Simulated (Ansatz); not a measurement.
The same molecule with X = C, Si, Ge, Sn. Ansatz, PBE0-D4/def2-TZVP geometries, multiplicity 1. Each molecule was computed in one conformer, which needn't be the lowest.

Elements past krypton have def2 core potentials. Scalar relativity is left out up to krypton.

```
 X                      molecule  mean X–F bond length / Å  mean X–N bond length / Å  HOMO energy (PBE/def2-TZVPP) / eV  HOMO–LUMO gap (PBE/def2-TZVPP) / eV  LUMO energy (B3LYP/def2-TZVPP) / eV
Si                `N[Si](N)(N)F`                     1.608                     1.698                              -5.98                                 6.02                                 0.49
Ge  `[NH2][Ge]([NH2])([NH2])[F]`                     1.743                     1.813                              -5.79                                 5.19                                -0.11
Sn  `[NH2][Sn]([NH2])([NH2])[F]`                     1.937                     2.002                              -6.29                                 4.60                                -1.12
```

(1) Give the row for X = C, `NC(N)(N)F`. (An estimate is asked.)

Results:

(1) Computed: 
```csv
X,molecule,mean X–F bond length / Å,mean X–N bond length / Å,HOMO energy (PBE/def2-TZVPP) / eV,HOMO–LUMO gap (PBE/def2-TZVPP) / eV,LUMO energy (B3LYP/def2-TZVPP) / eV
C,`NC(N)(N)F`,1.401,1.429,-5.44,5.42,0.42
```

From C to Sn the mean X–F bond length rises at each step, by 0.536 Å in all; the mean X–N bond length rises at each step, by 0.573 Å in all; the HOMO energy (PBE/def2-TZVPP) isn't monotonic: highest at C, lowest at Sn; the HOMO–LUMO gap (PBE/def2-TZVPP) isn't monotonic: highest at Si, lowest at Sn; the LUMO energy (B3LYP/def2-TZVPP) isn't monotonic: highest at Si, lowest at Sn. Bonds lengthen as the atom grows down the group.

B3LYP here is the variant with VWN-RPA as its local correlation; programs differ in this.
